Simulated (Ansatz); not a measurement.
Start from `C[SiH2]C(C)O` and change one element to get `C[SiH2]C(C)S`.

Ansatz, PBE0-D4/def2-TZVP geometries, multiplicity 1. Each molecule was computed in one conformer, which needn't be the lowest.

```
                               property  `C[SiH2]C(C)O`
    LUMO energy (B3LYP/def2-TZVPP) / eV            0.40
  HOMO–LUMO gap (B3LYP/def2-TZVPP) / eV            7.39
     LUMO energy (PBE0/def2-TZVPP) / eV            0.68
HOMO–LUMO gap (ωB97M-V/def2-TZVPP) / eV           11.71
   HOMO–LUMO gap (PBE0/def2-TZVPP) / eV            7.87
    HOMO–LUMO gap (PBE/def2-TZVPP) / eV            5.57
```

Give the same properties after the change, and the shifts. (Best estimate.)

The calculation gave: 
```json
{"property": "LUMO energy (B3LYP/def2-TZVPP) / eV", "`C[SiH2]C(C)S`": "0.02", "shift": "-0.38"}
{"property": "HOMO–LUMO gap (B3LYP/def2-TZVPP) / eV", "`C[SiH2]C(C)S`": "6.47", "shift": "-0.92"}
{"property": "LUMO energy (PBE0/def2-TZVPP) / eV", "`C[SiH2]C(C)S`": "0.27", "shift": "-0.41"}
{"property": "HOMO–LUMO gap (ωB97M-V/def2-TZVPP) / eV", "`C[SiH2]C(C)S`": "10.90", "shift": "-0.81"}
{"property": "HOMO–LUMO gap (PBE0/def2-TZVPP) / eV", "`C[SiH2]C(C)S`": "6.93", "shift": "-0.94"}
{"property": "HOMO–LUMO gap (PBE/def2-TZVPP) / eV", "`C[SiH2]C(C)S`": "4.80", "shift": "-0.77"}
```

With PBE0 the HOMO rises by 0.52 eV and the LUMO falls by 0.41 eV, so the gap narrows by about 0.93 eV. PBE moves the HOMO by 0.27 eV and ωB97M-V by 0.63 eV.

Positive LUMOs are unbound, so they and the gaps depend on the basis.

B3LYP here is the variant with VWN-RPA as its local correlation; programs differ in this.
